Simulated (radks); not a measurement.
The numbers below are computed, except where a source is named.
Species: Tb33+. Configuration: [Ar] 3d10 4s2 4p2. Code: a radial shooting solver on a logarithmic mesh with Libxc functionals. Model: Dirac Kohn-Sham, exchange-only PBE, spin-unpolarised, spherical densities, finite nucleus; open shells fill j = l - 1/2 first; Fermi nuclear charge, rms radius 5.06 fm.

Normalised radial functions P(r) = r R(r) (large component), r in bohr:

```
   r/bohr * 3p1/2 (the largest magnitude, 2.31, reaches the edge; | marks zero)
 0.002911                             |*
 0.003283                             |*
 0.003701                             |*
 0.004207                             |*
 0.004743                             |*
 0.005348                             | *
 0.006029                             | *
 0.006798                             | *
 0.007665                             |  *
 0.008642                             |  *
 0.009744                             |   *
  0.01099                             |    *
  0.01249                             |    *
  0.01408                             |     *
  0.01587                             |      *
   0.0179                             |       *
  0.02018                             |         *
  0.02275                             |          *
  0.02565                             |           *
  0.02892                             |            *
  0.03261                             |             *
  0.03706                             |              *
  0.04179                             |               *
  0.04712                             |               *
  0.05312                             |              *
   0.0599                             |             *
  0.06753                             |          *
  0.07614                             |       *
  0.08585                             |   *
   0.0968                            *|
     0.11                      *      |
    0.124                *            |
   0.1399           *                 |
   0.1577      *                      |
   0.1778   *                         |
   0.2005  *                          |
    0.226   *                         |
   0.2548     *                       |
   0.2873        *                    |
   0.3266             *               |
   0.3682                 *           |
   0.4151                     *       |
   0.4681                        *    |
   0.5278                          *  |
    0.595                            *|
   0.6709                            *|
   0.7564                             *
   0.8529                             *
   0.9694                             *
    1.093                             *
    1.232                             *
    1.389                             *
    1.567                             *
```

3p1/2: eigenvalue -2951.1 eV, 1 radial node at r = 0.0938 bohr, <r> = 0.225 bohr, 90 % of the charge inside 0.337 bohr.
